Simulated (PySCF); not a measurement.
C7H12BN.
Bonds: B1–N2, N2–C3 (aromatic), C3–C4 (aromatic), C4–C5 (aromatic), C5–C6, C6–C7, C5–C8 (aromatic), C8–C9 (aromatic), N2–C9 (aromatic). Hydrogens: H10, H11, H12 on B1; H13 on C3; H14 on C4; H15, H16 on C6; H17, H18, H19 on C7; H20 on C8; H21 on C9.

Probes without a nucleus sit at each ring's centroid and 1 Å off its mean plane on both sides; NICS is minus the shielding there, NICSzz its component along the normal. Level: GIAO CAM-B3LYP/pcSseg-1 (PySCF, non-relativistic, gas phase) on the PBE0-D3(BJ)/def2-SVP geometry, one conformer.

Ring bond lengths (Å): N2–C3 1.340, C3–C4 1.385, C4–C5 1.399, C5–C8 1.399, C8–C9 1.386, C9–N2 1.340.

Q: What do the NICS probes read (ppm)?

A: 
```json
{"ring": "N2–C3–C4–C5–C8–C9", "type": "6-membered ring with N; formal bonds all aromatic", "NICS(0)": "-7.8", "NICS(1), two faces": "-10.8 / -10.6", "NICS(1)zz, two faces": "-26.0 / -26.0", "rms pucker (Å)": "0.00", "centre to ring atoms, mean (Å)": "1.37"}
```

Q: What do they say, and how far can they be read as aromaticity?

A: 
- N2–C3–C4–C5–C8–C9: mean NICS(1)zz -26.0 ppm, shielded. The ring is flat and has no four-coordinate atom; by the NICS criterion it is aromatic.

Q: And the bond-length index? HOMA takes Krygowski's 1993 parameters.

A: 
- N2–C3–C4–C5–C8–C9: HOMA 0.99; the largest term is that of C4–C5, α(R − Ropt)² = 0.03. The geometric and the magnetic index point the same way.

Q: At the second NICS(1) probe listed for ring N2–C3–C4–C5–C8–C9, 1 Å off the ring, what do the in-plane components average?

A: The isotropic value is a third of the trace: (3 × -10.6 − (-26.0))/2 = -2.9 ppm.

Q: What are the shieldings of the ring atoms and their hydrogens in the same run (means over atoms taken as equivalent)?

A: 
```
   atoms                          environment  σ isotropic (ppm)  principal values of the symmetric part, first atom (ppm)
      N2         nitrogen bonded to B and 2 C              -28.0                                     -174.2, -165.5, 255.9
 C3 (×2)  aromatic CH next to a ring nitrogen               23.6                                        -79.8, 12.0, 138.3
 C4 (×2)                   aromatic CH carbon               50.2                                        -58.8, 49.1, 160.5
      C5          substituted aromatic carbon               14.6                                       -88.0, -46.3, 178.1
H13 (×2)                    aromatic hydrogen              22.52                                          17.9, 21.8, 27.9
H14 (×2)                    aromatic hydrogen              24.21                                          20.9, 23.0, 28.8
```

Q: How do the values depend on the level or the medium?

A: 
```json
{"level": "CAM-B3LYP/pcSseg-1, gas", "NICS(0), N2–C3–C4–C5–C8–C9": "-7.8", "mean NICS(1)zz, N2–C3–C4–C5–C8–C9": "-26.0"}
{"level": "PBE0/pcSseg-1, gas", "NICS(0), N2–C3–C4–C5–C8–C9": "-7.8", "mean NICS(1)zz, N2–C3–C4–C5–C8–C9": "-25.7"}
```

The geometry is the same throughout.

The run took 53 s on one thread, Arm Neoverse V1 (aarch64), no GPU, shared host, and the process peaked at 1.1 GiB of memory. This is the whole shielding run at CAM-B3LYP/pcSseg-1, SCF included.

Conformer computed: `[BH3-:1][n+:2]1[cH:3][cH:4][c:5]([CH2:6][CH3:7])[cH:8][cH:9]1`: C4–C5–C6–C7 90°.
